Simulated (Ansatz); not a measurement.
## Which method gave which barrier?

Saddle point of BH6ClO2, singlet (BH₂Cl ([BH2][Cl]) + H₂O + H₂O → BH₃O ([BH2][OH]) + HCl + H₂O; bonds formed: Cl2–H7, H5–O8; dative contacts that become bonds: B1–O6; bonds broken: B1–Cl2, H5–O6, H7–O8), PBE0-D4/def2-TZVP structure:

```xyz
10
angstrom
B -1.1986 0.0285 -0.6017
Cl 0.6785 -0.7845 -1.5665
H -1.9775 -0.7894 -0.9966
H -1.1382 1.1212 -1.0801
H 0.5870 0.4696 0.9356
O -0.8845 0.0025 0.7923
H 1.3618 0.0126 -0.4416
O 1.5392 0.6254 0.5991
H -1.1225 -0.8381 1.1900
H 2.1546 0.1521 1.1693
```

Program: Ansatz 0.2.0. Basis: def2-TZVPP, with def2-QZVPP for the basis limit. Cores are frozen in the correlated methods. Extrapolation: Hartree–Fock as exp(−7.88 √X), correlation as X^−2.97. Four methods, as single points on the PBE0-D4 structures, gave these electronic barriers from the start structure: 0.351, 0.478, 0.580, 0.783 eV.

(1) The methods were, in alphabetical order, BHLYP-D4, BLYP-D4, HF, PBE0-D4. Which gave which? (A judgement: the text doesn't fix the answer.)

The T1 diagnostic stays at or below 0.012.

Answers

(1) By the calculation: BLYP-D4 0.351; PBE0-D4 0.478; BHLYP-D4 0.580; HF 0.783 eV. For comparison, CCSD(T) at an estimated basis limit (MP2 extrapolated from triple and quadruple zeta, plus CCSD(T) − MP2 in triple zeta) gives 0.582 eV.

The step is the kind of ligand exchange by which a precursor binds to a hydroxyl group, or is hydrolysed, in atomic layer deposition of oxides.

Labels in which every atom is bracketed show which atoms are joined, not bond orders.

For scale, one of the runs: CCSD(T)/def2-TZVPP, 219 basis functions, launched by `ansatz run in.yaml --threads 4 --pin off --events-out ev --progress --plain --max-ram 9574MiB`. The run took 77 s on 4 CPU threads of an Arm Neoverse V1 (shared host), with 3.4 GiB of host memory at its peak.
